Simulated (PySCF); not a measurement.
BCl2, SMILES Cl[B-]Cl (connectivity only; charge and spin as stated), charge -1, multiplicity 1. Coordinates come from a PBE0-D3(BJ)/def2-TZVPD optimisation.

All values below come from PBE0-D3(BJ)/def2-TZVPD (PySCF 2.14.0).

Harmonic wavenumbers (cm⁻¹): 251, 522, 527. Rotational constants (GHz): 39.57, 3.204, 2.964; symmetry number 2.

### Question
Work out the zero-point energy and the ideal-gas rigid-rotor harmonic-oscillator thermochemistry at 298.15 K and 1 atm.

### Answer
ZPE = ½ Σ hcν = ½ × 1301 cm⁻¹ = 7.78 kJ/mol. H − E(el) = 20.05 kJ/mol. Entropy in J/(mol K): translation 163.66, rotation 95.75, vibration 12.22, total 271.63. G − E(el) = -60.93 kJ/mol. Cp = 50.63 J/(mol K).
